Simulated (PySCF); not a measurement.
**Spinor energies of Br²²⁺ (bromine, charge +22)**

Start: [Ne] 3s2 3p1; 3p3/2 filled at m_j = +3/2. Calculated with PySCF 2.14 in an uncontracted even-tempered set (19 s from 2.7 bohr⁻², ratio 2.4; 13 p from 3.5 bohr⁻², ratio 2.4; 5 d from 13 bohr⁻², ratio 2.6; 4 f from 20 bohr⁻², ratio 2.6): generalised Hartree-Fock with the X2C-1e Hamiltonian and a Gaussian nucleus; one run each with spin-orbit coupling (SO) screened by Boettger's factors, then bare. This is a chosen level, not necessarily the ground level.

| spinor shell | electrons | ε, screened SO (eV) | ε, bare SO (eV) | weight of nominal j (bare SO) | rms radius, bare SO (bohr) |
| --- | --- | --- | --- | --- | --- |
| 1s1/2 | 2 | -14537.2 | -14537.2 | 1.000 | 0.0492 |
| 2s1/2 | 2 | -2762.7 | -2762.7 | 1.000 | 0.201 |
| 2p1/2 | 2 | -2579.7 | -2581.8 | 1.000 | 0.177 |
| 2p3/2 | 4 | -2531.5 | -2530.5 | 1.000 | 0.180 |
| 3s1/2 | 2 | -1019.5 | -1019.5 | 1.000 | 0.500 |
| 3p3/2 | 1 | -959.19 | -958.98 | 1.000 | 0.492 |

| quantity | screened SO | bare SO |
| --- | --- | --- |
| E (hartree) | -2304.46749 | -2304.47585 |
| M_J | 3/2 | 3/2 |
| ⟨J²⟩ | 3.752 | 3.752 |
| ⟨L²⟩ | 2.002 | 2.003 |
| ⟨S²⟩ | 0.752 | 0.752 |

Each row is a mean over spinors that exchange with the open shell spreads, by up to 11.570 eV (3s1/2).
